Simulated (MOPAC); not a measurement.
Job for MOPAC: PM6 on CH4GeO (a complex), monomers drawn apart or pushed together.

```
PM6 1SCF PRECISE CHARGE=0 THREADS=1
CH4GeO

C      0.24740009 1    -0.55475324 1     0.16938191 1
O      0.25438942 1    -0.13741069 1    -0.87495369 1
Ge    -0.07464688 1     0.07255806 1     3.39366895 1
H      1.12564801 1     0.80362334 1     2.77462275 1
H     -0.24678767 1     0.52466217 1     4.85295756 1
H      0.16553213 1    -1.44240073 1     3.35104373 1
H     -1.34539885 1     0.41669538 1     2.60300930 1
```

The log:

```
*******************************************************************************
 **                                                                           **
 **                              MOPAC v23.2.5                                **
 **                                                                           **
 *******************************************************************************
 ** MOPAC's Digital Object Identifier: https://doi.org/10.5281/zenodo.6511958 **
 **                                                                           **
 ** Please cite the open-source release paper for use of this MOPAC version:  **
 ** J. E. Moussa and J. J. P. Stewart (2026)                                  **
 ** MOPAC: An open-source semiempirical molecular orbital program             **
 ** J. Open Source Softw., 11(119), 8025, https://doi.org/10.21105/joss.08025 **
 *******************************************************************************

                              PM6 CALCULATION RESULTS

 *******************************************************************************
 *  PM6        - The PM6 Hamiltonian to be used
 *
 *
 *
 *                 CHARGE ON SYSTEM = 0
 *
 *
 *
 *  PRECISE    - TIGHTER CRITERIA TO BE USED
 *  1SCF       - DO 1 SCF AND THEN STOP
 *  THREADS=1  - MULTI-THREADING NOT USED
 *  T=         - A TIME OF 172800.0 SECONDS REQUESTED
 *  DUMP=N     - RESTART FILE WRITTEN EVERY 7200.0 SECONDS REQUESTED
 *******************************************************************************
PM6 1SCF PRECISE CHARGE=0 THREADS=1
 CH4GeO

   ATOM   CHEMICAL          X               Y               Z
  NUMBER   SYMBOL      (ANGSTROMS)     (ANGSTROMS)     (ANGSTROMS)

     1       C          0.24740009  *  -0.55475324  *   0.16938191  *
     2       O          0.25438942  *  -0.13741069  *  -0.87495369  *
     3      Ge         -0.07464688  *   0.07255806  *   3.39366895  *
     4       H          1.12564801  *   0.80362334  *   2.77462275  *
     5       H         -0.24678767  *   0.52466217  *   4.85295756  *
     6       H          0.16553213  *  -1.44240073  *   3.35104373  *
     7       H         -1.34539885  *   0.41669538  *   2.60300930  *



          CARTESIAN COORDINATES

    NO.       ATOM           X           Y           Z

     1         C          0.2474     -0.5548      0.1694
     2         O          0.2544     -0.1374     -0.8750
     3        Ge         -0.0746      0.0726      3.3937
     4         H          1.1256      0.8036      2.7746
     5         H         -0.2468      0.5247      4.8530
     6         H          0.1655     -1.4424      3.3510
     7         H         -1.3454      0.4167      2.6030

 General Reference for PM6:
 "Optimization of Parameters for Semiempirical Methods V: Modification of NDDO Approximations
 and Application to 70 Elements", J. J. P. Stewart, J. Mol. Mod., 13, 1173-1213 (2007)
 URL: https://link.springer.com/article/10.1007/s00894-007-0233-4

           Empirical Formula: C H4 O Ge  =     7 atoms



      MOLECULAR POINT GROUP   :   Cs


      RHF CALCULATION, NO. OF DOUBLY OCCUPIED LEVELS = 9


 -------------------------------------------------------------------------------
 PM6 1SCF PRECISE CHARGE=0 THREADS=1
 CH4GeO



     1SCF WAS SPECIFIED, SO BFGS WAS NOT USED
     SCF FIELD WAS ACHIEVED


                              PM6 CALCULATION
                                                       MOPAC v23.2.5 Linux




          FINAL HEAT OF FORMATION =          3.27046 KCAL/MOL =      13.68362 KJ/MOL


          COSMO AREA              =        118.51 SQUARE ANGSTROMS
          COSMO VOLUME            =        104.00 CUBIC ANGSTROMS

          IONIZATION POTENTIAL    =         11.609781 EV
          HOMO LUMO ENERGIES (EV) =        -11.610  1.222
          NO. OF FILLED LEVELS    =          9
          MOLECULAR WEIGHT        =        104.6320         POINT GROUP:  Cs

          MOLECULAR DIMENSIONS (Angstroms)

            Atom       Atom       Distance
            H     5    O     2     5.78779
            H     4    H     7     2.50704
            H     6    H     4     2.13776


          SCF CALCULATIONS        =          1





   ATOM   CHEMICAL          X               Y               Z
  NUMBER   SYMBOL      (ANGSTROMS)     (ANGSTROMS)     (ANGSTROMS)

     1       C          0.24740009  *  -0.55475324  *   0.16938191  *
     2       O          0.25438942  *  -0.13741069  *  -0.87495369  *
     3      Ge         -0.07464688  *   0.07255806  *   3.39366895  *
     4       H          1.12564801  *   0.80362334  *   2.77462275  *
     5       H         -0.24678767  *   0.52466217  *   4.85295756  *
     6       H          0.16553213  *  -1.44240073  *   3.35104373  *
     7       H         -1.34539885  *   0.41669538  *   2.60300930  *

                             CARTESIAN COORDINATES

   1    C        0.247400090    -0.554753240     0.169381910
   2    O        0.254389420    -0.137410690    -0.874953690
   3   Ge       -0.074646880     0.072558060     3.393668950
   4    H        1.125648010     0.803623340     2.774622750
   5    H       -0.246787670     0.524662170     4.852957560
   6    H        0.165532130    -1.442400730     3.351043730
   7    H       -1.345398850     0.416695380     2.603009300


           Empirical Formula: C H4 O Ge  =     7 atoms



      MOLECULAR POINT GROUP   :   Cs


                  EIGENVALUES
 -34.34421 -20.17294 -19.33790 -15.96626 -15.96579 -12.45726 -12.13848 -12.11442
 -11.60978   1.22201   1.22334   2.33767   2.34705   2.40736   3.62953   5.26575


              NET ATOMIC CHARGES AND DIPOLE CONTRIBUTIONS

  ATOM NO.   TYPE          CHARGE      No. of ELECS.   s-Pop       p-Pop
    1          C           0.313052        3.6869     1.72324     1.96371
    2          O          -0.313562        6.3136     1.79988     4.51368
    3         Ge          -0.570401        4.5704     1.22189     3.34851
    4          H           0.140961        0.8590     0.85904
    5          H           0.139553        0.8604     0.86045
    6          H           0.149438        0.8506     0.85056
    7          H           0.140959        0.8590     0.85904
 DIPOLE           X         Y         Z       TOTAL
 POINT-CHG.    -0.002    -0.683     1.574     1.716
 HYBRID         0.007     0.620    -1.507     1.629
 SUM            0.005    -0.063     0.067     0.092


          ATOMIC ORBITAL ELECTRON POPULATIONS

     Atom    s        px        py        pz
    1  C   1.72324   0.48245   0.55416   0.92710
    2  O   1.79988   1.51785   1.51355   1.48227
    3 Ge   1.22189   1.11311   1.12134   1.11406
    4  H   0.85904
    5  H   0.86045
    6  H   0.85056
    7  H   0.85904

 **********************
 *                    *
 * JOB ENDED NORMALLY *
 *                    *
 **********************




 == MOPAC DONE ==
```

The run finished.

Cost: around 0.010 core-seconds (rough).
